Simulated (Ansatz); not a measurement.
cadmium atom (Cd), singlet (core potentials on Cd); SC-NEVPT2/def2-SVP, CASSCF(4,6) (Ansatz, an electronic-structure program).

Ansatz was given this input:
Ansatz 0.2 input:
```yaml
crystal:
  periodic: [false, false, false]
  atoms:
    - {symbol: Cd, position_ang: [0.00000000, 0.00000000, 0.00000000]}
basis:
  gaussian:
    orbitals: def2-SVP
magnetization: {spin_polarized: false}
correlation: {method: sc_nevpt2, electrons: all, active_space: {window: {electrons: 4, orbitals: 6}}}
```

Q: Write the output that Ansatz gives for this input, abridged.

A: 
```
Functional definition: HF
220 factors; integrals over basis functions are off by at most 2.6e-4 eV
mean field evaluation 1: about -4540.1275 eV, gradient 5.7e-2 eV
mean field evaluation 2: about -4540.1275 eV, gradient 5.7e-2 eV
mean field evaluation 4: about -4540.1275 eV, gradient 1.7e-4 eV
mean field -4540.12751693 eV, -166.8466088381 hartree, gradient 2.3e-6 eV, S^2 0.000000; 0 other end points of the search recorded, 0 dependent functions left out
reference -4540.12751693 eV, -166.8466088381 hartree; 10, 10 occupied and 21, 21 virtual orbitals, 220 factors
state -4541.06210190 eV, -166.8809542025 hartree
state -4541.06210190 eV, -166.8809542025 hartree; corrected -4550.15149535 eV, -167.2149832508 hartree
state -4540.93590520 eV, -166.8763165590 hartree
state -4540.93590520 eV, -166.8763165590 hartree; corrected -4550.25641661 eV, -167.2188390357 hartree
state -4540.93590520 eV, -166.8763165590 hartree; corrected -4550.25641661 eV, -167.2188390357 hartree
the orbitals are reached from a further start. From the first start the search ends at -4541.06207066 eV, -166.8809530543 hartree
WARN: the results are in doubt because another end's mean lies 0.126 eV lower, and its corrected mean 0.105 eV higher
Total energy: -4550.25641661 eV, -167.2188390357 hartree
In doubt: another end's mean lies 0.126 eV lower, and its corrected mean 0.105 eV higher
```
